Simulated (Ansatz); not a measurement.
Consider the cleavage of the Si–Si bond: `[CH3][AlH][O][SiH2][SiH3]` + `C=N[SiH2]N` → `C=N[SiH2]N[SiH3]` + `[CH3][AlH][O][SiH3]`.

Calculated with Ansatz (gas phase, PBE0-D4/def2-TZVP geometries, no zero-point term in ΔE). CCSD(T)/CBS is the MP2 limit (def2-TZVPP, def2-QZVPP) plus CCSD(T) − MP2 in def2-TZVPP, frozen cores. DFT in def2-TZVPP. B3LYP here is the variant with VWN-RPA as its local correlation; programs differ in this. Each species was taken in one conformer, which may not be the lowest.

`[CH3][AlH][O][SiH2][SiH3]`:

Cartesian coordinates in Å:
```
C -2.010 -0.272 -1.172
Al -0.900 -1.767 -0.619
O 0.538 -1.443 0.215
Si 1.658 -0.483 0.904
Si 1.061 1.782 0.732
H -2.910 -0.593 -1.702
H -2.324 0.324 -0.308
H -1.457 0.405 -1.831
H -1.220 -3.293 -0.882
H 1.813 -0.840 2.344
H 2.979 -0.692 0.245
H 0.926 2.186 -0.696
H -0.245 2.036 1.403
H 2.091 2.650 1.368
```

`C=N[SiH2]N`:

```xyz
10

C    -0.145   -0.285    1.974
N    -0.396    0.440    0.979
Si   -0.400   -0.161   -0.665
N     0.660    0.673   -1.713
H    -0.156    0.133    2.988
H     0.098   -1.360    1.911
H     0.005   -1.598   -0.671
H    -1.785    0.027   -1.158
H     0.467    1.626   -1.977
H     1.652    0.504   -1.668
```

`C=N[SiH2]N[SiH3]`:

```xyz
13

C    -0.545   -2.548   -0.255
N     0.405   -1.824    0.136
Si    0.179   -0.369    1.073
N     0.854    1.001    0.288
Si    0.084    2.050   -0.847
H    -1.608   -2.339   -0.048
H    -0.351   -3.454   -0.841
H    -1.274   -0.106    1.282
H     0.884   -0.595    2.358
H     1.852    1.115    0.395
H     0.657    1.923   -2.215
H    -1.350    1.670   -0.883
H     0.212    3.476   -0.443
```

`[CH3][AlH][O][SiH3]`:

Cartesian coordinates in Å:
```
C 2.025 -0.199 -0.860
Al 0.943 0.588 0.547
O -0.716 0.278 0.602
Si -2.263 -0.163 0.405
H 1.432 -0.471 -1.737
H 2.510 -1.113 -0.500
H 2.825 0.475 -1.179
H 1.519 1.514 1.694
H -2.642 -1.174 1.428
H -2.477 -0.754 -0.945
H -3.156 1.019 0.546
```

| level | ΔE (kJ/mol) |
| --- | --- |
| B3LYP-D4 | -56.0 |
| r2SCAN | -51.2 |
| MP2/def2-TZVPP | -68.6 |
| HF/CBS(def2) | -80.8 |

Q: What does CCSD(T)/CBS give? (An estimate is asked.)

A: Computed: -59.4 kJ/mol. The listed levels differ from it by 3.4, 8.2, -9.2, -21.4 kJ/mol.

Largest T1 diagnostic among the species: 0.012.

In def2-TZVPP, CCSD(T) changes the Hartree–Fock value by +18.8 kJ/mol (the triples alone add +2.5 kJ/mol) and MP2 by +10.4 kJ/mol. From PBE to PBE0 (25 % exact exchange), in def2-TZVPP and without D4, ΔE moves by −7.9 kJ/mol.
